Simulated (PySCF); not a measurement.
Two-component Hartree-Fock for Ce⁴⁰⁺ (cerium, charge +40)

Start: [Ar]. Calculated with PySCF 2.14 in an uncontracted even-tempered set (18 s from 2.9 bohr⁻², ratio 2.6; 14 p from 3.8 bohr⁻², ratio 2.6; 5 d from 3.9 bohr⁻², ratio 2.8; 3 f from 66 bohr⁻², ratio 2.8): generalised Hartree-Fock with the X2C-1e Hamiltonian and a Gaussian nucleus; spin-orbit coupling (SO) screened by Boettger's factors.

```
spinor shell  electrons  ε, screened SO (eV)  weight of nominal j (screened SO)  rms radius, screened SO (bohr)
       1s1/2          2             -42953.4                              1.000                          0.0280
       2s1/2          2              -8856.9                              1.000                           0.112
       2p1/2          2              -8492.7                              1.000                          0.0965
       2p3/2          4              -8034.3                              1.000                           0.102
       3s1/2          2              -3349.2                              1.000                           0.273
       3p1/2          2              -3200.3                              1.000                           0.263
```

(1) Where does 3p3/2 lie, and what is the 3p spin-orbit splitting (screened SO)?

```json
{"quantity": "E (hartree)", "screened SO": "-7522.56735"}
{"quantity": "M_J", "screened SO": "0"}
{"quantity": "⟨J²⟩", "screened SO": "0.000"}
{"quantity": "⟨L²⟩", "screened SO": "0.019"}
{"quantity": "⟨S²⟩", "screened SO": "0.019"}
```

Breit and QED terms are absent; they matter most for the inner s and p1/2 levels.

Densities and radii are taken from the X2C orbitals without a picture-change correction, which distorts them close to the nucleus.

## Answers

(1) At -3088.8 eV, 111.48 eV above 3p1/2.
